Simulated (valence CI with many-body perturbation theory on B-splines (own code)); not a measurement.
**Ti17+: electric-dipole lines**

Method: configuration interaction combined with many-body perturbation theory (CI+MBPT): three valence electrons over a frozen Dirac-Fock core [He], a basis of 11 s, 11 p, 9 d, 7 f, 5 g, 2 h, 1 i functions for each j, with the one-electron correlation potential Σ1 (screened to all orders), the two-electron term Σ2, the three-electron term Σ3, Breit, model QED; selected single and double excitations, second order for the rest (own B-spline code, finite nucleus).

No measured levels were compared; by estimate levels of excited configurations hold to 0.05 to 0.15 % of their energy, terms of the ground configuration to about 0.5 %.

Lines 101 to 150 of 258 in falling wavelength, among levels below 6526.5 × 10³ cm⁻¹, chosen from the strongest by gf and those to the six lowest levels. Wavelengths and rates use the calculated energies, so an error of 500 cm⁻¹ moves a line at 1.854 nm by 0.0093 % and its rate by three times that or more. Electric multipoles are in the length gauge, E1 and E2 with the static RPA response of the core. Weak lines are less certain than strong ones. Lines between different terms over intervals too small for the method are left out, as are lines whose strength nearly cancels. Where a level lies close to another of its J and parity, the split of strength between their lines is uncertain. The highest levels of a list are the least certain.

Names give the largest LS component (configuration and term), which can be under half, so a name can repeat, a term be missing and a line seem to break the LS rules; names also repeat where a configuration has a term twice. Letters in brackets count levels of one name in rising energy.

| λ vac (nm) | Upper | Lower | A (s⁻¹) | S (a.u.) with core polarisation | S without |
| --- | --- | --- | --- | --- | --- |
| 1.854 | 2p2 3s 4P_3/2 | 2p3 4S°_3/2 | 7.73e+11 | 9.72e-03 | 9.68e-03 |
| 1.854 | 2p2 3s 2D_5/2 | 2p3 2D°_5/2 | 9.54e+11 | 1.80e-02 | 1.79e-02 |
| 1.853 | 2s 2p 3d 2D°_5/2 [a] | 2s 2p2 2P_3/2 | 4.84e+11 | 9.13e-03 | 9.15e-03 |
| 1.847 | 2p2 3s 2D_3/2 | 2p3 2D°_3/2 | 5.96e+11 | 7.42e-03 | 7.38e-03 |
| 1.845 | 2p2 3s 4P_5/2 | 2p3 4S°_3/2 | 8.22e+11 | 1.53e-02 | 1.52e-02 |
| 1.837 | 2s 2p 3s 2P°_3/2 [b] | 2s 2p2 2S_1/2 | 6.88e+11 | 8.42e-03 | 8.42e-03 |
| 1.833 | 2s2 3s 2S_1/2 | 2s2 2p 2P°_3/2 | 8.81e+11 | 5.35e-03 | 5.32e-03 |
| 1.831 | 2s 2p 3d 2D°_3/2 [a] | 2s 2p2 2S_1/2 | 8.74e+11 | 1.06e-02 | 1.06e-02 |
| 1.830 | 2s 2p 3s 4P°_3/2 | 2s 2p2 4P_5/2 | 6.80e+11 | 8.23e-03 | 8.19e-03 |
| 1.827 | 2s 2p 3s 4P°_1/2 | 2s 2p2 4P_3/2 | 1.21e+12 | 7.28e-03 | 7.24e-03 |
| 1.825 | 2s 2p 3d 2P°_3/2 [a] | 2s 2p2 2P_3/2 | 9.13e+11 | 1.10e-02 | 1.10e-02 |
| 1.821 | 2s 2p 3s 4P°_3/2 | 2s 2p2 4P_3/2 | 1.80e+11 | 2.15e-03 | 2.14e-03 |
| 1.821 | 2s 2p 3d 2P°_3/2 [a] | 2s 2p2 2P_1/2 | 1.45e+12 | 1.73e-02 | 1.73e-02 |
| 1.819 | 2s 2p 3s 4P°_1/2 | 2s 2p2 4P_1/2 | 2.54e+11 | 1.51e-03 | 1.50e-03 |
| 1.818 | 2s 2p 3s 4P°_5/2 | 2s 2p2 4P_5/2 | 1.06e+12 | 1.89e-02 | 1.89e-02 |
| 1.815 | 2s 2p 3d 2P°_1/2 [a] | 2s 2p2 2P_1/2 | 5.11e+12 | 3.02e-02 | 3.02e-02 |
| 1.814 | 2s2 3s 2S_1/2 | 2s2 2p 2P°_1/2 | 4.23e+11 | 2.49e-03 | 2.47e-03 |
| 1.814 | 2s 2p 3d 4F°_3/2 | 2s 2p2 2D_3/2 | 1.55e+11 | 1.82e-03 | 1.83e-03 |
| 1.813 | 2s 2p 3s 4P°_3/2 | 2s 2p2 4P_1/2 | 6.33e+11 | 7.45e-03 | 7.41e-03 |
| 1.810 | 2s 2p 3d 4F°_5/2 | 2s 2p2 2D_3/2 | 2.05e+10 | 3.60e-04 | 3.60e-04 |
| 1.809 | 2s 2p 3s 4P°_5/2 | 2s 2p2 4P_3/2 | 4.97e+11 | 8.71e-03 | 8.67e-03 |
| 1.801 | 2s 2p 3d 2P°_3/2 [a] | 2s 2p2 2S_1/2 | 4.19e+12 | 4.84e-02 | 4.85e-02 |
| 1.801 | 2s 2p 3d 4P°_5/2 [a] | 2s 2p2 2D_5/2 | 6.90e+11 | 1.19e-02 | 1.20e-02 |
| 1.799 | 2s 2p 3d 4P°_5/2 [a] | 2s 2p2 2D_3/2 | 2.10e+11 | 3.62e-03 | 3.62e-03 |
| 1.799 | 2s 2p 3s 2P°_1/2 [b] | 2s 2p2 2D_3/2 | 6.90e+11 | 3.96e-03 | 3.94e-03 |
| 1.798 | 2s 2p 3s 2P°_3/2 [b] | 2s 2p2 2D_3/2 | 7.52e+11 | 8.63e-03 | 8.63e-03 |
| 1.798 | 2s 2p 3d 4D°_3/2 | 2s 2p2 2D_3/2 | 1.20e+10 | 1.38e-04 | 1.40e-04 |
| 1.795 | 2s 2p 3d 2P°_1/2 [a] | 2s 2p2 2S_1/2 | 1.84e+12 | 1.05e-02 | 1.05e-02 |
| 1.792 | 2s 2p 3d 2D°_3/2 [a] | 2s 2p2 2D_3/2 | 2.18e+12 | 2.48e-02 | 2.48e-02 |
| 1.791 | 2s 2p 3d 2D°_5/2 [a] | 2s 2p2 2D_5/2 | 1.20e+12 | 2.04e-02 | 2.05e-02 |
| 1.789 | 2s 2p 3d 2D°_5/2 [a] | 2s 2p2 2D_3/2 | 1.41e+12 | 2.39e-02 | 2.39e-02 |
| 1.786 | 2s 2p 3d 4P°_5/2 [b] | 2s 2p2 2D_5/2 | 4.30e+11 | 7.25e-03 | 7.27e-03 |
| 1.784 | 2s 2p 3d 4P°_5/2 [b] | 2s 2p2 2D_3/2 | 4.46e+11 | 7.50e-03 | 7.52e-03 |
| 1.783 | 2s 2p 3d 4P°_3/2 | 2s 2p2 2D_3/2 | 4.10e+10 | 4.59e-04 | 4.60e-04 |
| 1.774 | 2s 2p 3d 2F°_5/2 [a] | 2s 2p2 2D_5/2 | 1.90e+12 | 3.15e-02 | 3.15e-02 |
| 1.772 | 2s 2p 3d 2F°_5/2 [a] | 2s 2p2 2D_3/2 | 5.74e+12 | 9.46e-02 | 9.48e-02 |
| 1.767 | 2s 2p 3d 2D°_3/2 [b] | 2s 2p2 2P_3/2 | 1.47e+12 | 1.60e-02 | 1.61e-02 |
| 1.765 | 2s 2p 3d 2D°_5/2 [b] | 2s 2p2 2P_3/2 | 1.02e+13 | 1.66e-01 | 1.66e-01 |
| 1.764 | 2s 2p 3d 2F°_7/2 [a] | 2s 2p2 2D_5/2 | 9.88e+12 | 2.14e-01 | 2.15e-01 |
| 1.764 | 2s 2p 3d 2P°_3/2 [a] | 2s 2p2 2D_3/2 | 4.23e+10 | 4.58e-04 | 4.58e-04 |
| 1.763 | 2s 2p 3d 2D°_3/2 [b] | 2s 2p2 2P_1/2 | 5.20e+12 | 5.63e-02 | 5.64e-02 |
| 1.760 | 2s 2p 3d 2P°_1/2 [b] | 2s 2p2 2P_3/2 | 1.12e+12 | 6.02e-03 | 6.04e-03 |
| 1.758 | 2s 2p 3d 2P°_3/2 [b] | 2s 2p2 2P_3/2 | 4.20e+12 | 4.50e-02 | 4.51e-02 |
| 1.758 | 2s 2p 3d 2P°_1/2 [a] | 2s 2p2 2D_3/2 | 1.52e+11 | 8.16e-04 | 8.19e-04 |
| 1.754 | 2s 2p 3d 2P°_3/2 [b] | 2s 2p2 2P_1/2 | 3.04e+12 | 3.24e-02 | 3.24e-02 |
| 1.752 | 2s 2p 3d 4F°_3/2 | 2s 2p2 4P_5/2 | 1.45e+10 | 1.54e-04 | 1.54e-04 |
| 1.749 | 2s 2p 3d 4F°_5/2 | 2s 2p2 4P_5/2 | 2.31e+11 | 3.65e-03 | 3.66e-03 |
| 1.745 | 2s 2p 3d 2D°_3/2 [b] | 2s 2p2 2S_1/2 | 2.91e+12 | 3.05e-02 | 3.06e-02 |
| 1.744 | 2s 2p 3d 4F°_7/2 | 2s 2p2 4P_5/2 | 1.53e+12 | 3.20e-02 | 3.21e-02 |
| 1.743 | 2s 2p 3d 4F°_3/2 | 2s 2p2 4P_3/2 | 1.93e+11 | 2.01e-03 | 2.02e-03 |
